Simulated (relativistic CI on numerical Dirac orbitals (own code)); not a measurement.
**Spin-allowed bands of a d7 ion in an octahedral site, by hand**

Problem. Take Δ = 10920 cm⁻¹ and B = 840 cm⁻¹ for a high-spin d7 ion in an octahedral site. Calculate the three spin-allowed bands.

Working.
1. The terms of highest spin are 4F (energy 0) and 4P (15B = 12600 cm⁻¹). Here the F term splits into A2 at +1.2Δ = 13104, T2 at +0.2Δ = 2184 and T1 at −0.6Δ = -6552 cm⁻¹.
2. The two T1 states mix through the element 0.4Δ: H = [[-6552, 4368], [4368, 12600]], with roots ½(H₁₁ + H₂₂) ∓ ½√[(H₂₂ − H₁₁)² + 4H₁₂²] = ½(6048) ∓ ½(21050) = -7501 and 13549 cm⁻¹.
3. The ground term is 4T1 at -7501 cm⁻¹.
4. Bands: 4T2 9685 cm⁻¹ (1033 nm), 4A2 20605 cm⁻¹ (485 nm), 4T1(P) 21050 cm⁻¹ (475 nm).

Check. Exact diagonalisation of the whole d7 shell with these parameters gives 4T2 9685, 4A2 20605, 4T1 21050 cm⁻¹. The match is exact, since without spin-orbit coupling no other term has this spin. The ratio of the second band to the first, 2.127, depends on Δ/B = 13.0 alone, which is how a Tanabe-Sugano diagram is read.
